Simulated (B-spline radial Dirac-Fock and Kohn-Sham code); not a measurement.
# The K (1s) hole of antimony ions: width and yield against charge

Level of theory: one-electron (LDA, Dirac) transition rates at Dirac-Fock energies; a radial B-spline solver. Tabulated ground configurations, configuration averages; single configurations, so decays that open only by mixing (as 1s 2s² with 1s 2p² in Be-like ions) are missing and such tiny yields are far too low.

```csv
ion,configuration,radiative (eV),non-radiative (eV),yield
Sb,[Kr] 4d10 5s2 5p3,7.78,1.19,0.868
Sb⁺,[Kr] 4d10 5s2 5p2,7.78,1.18,0.868
Sb²⁺,[Kr] 4d10 5s2 5p1,7.78,1.18,0.868
Sb³⁺,[Kr] 4d10 5s2,7.77,1.18,0.868
Sb⁴⁺,[Kr] 4d10 5s1,7.77,1.18,0.868
Sb⁵⁺,[Kr] 4d10,7.77,1.18,0.868
Sb⁶⁺,[Kr] 4d9,7.78,1.18,0.868
Sb⁷⁺,[Kr] 4d8,7.79,1.18,0.868
```

Values without a named source are computed, but for edge energies of neutral atoms, which are taken from tables.
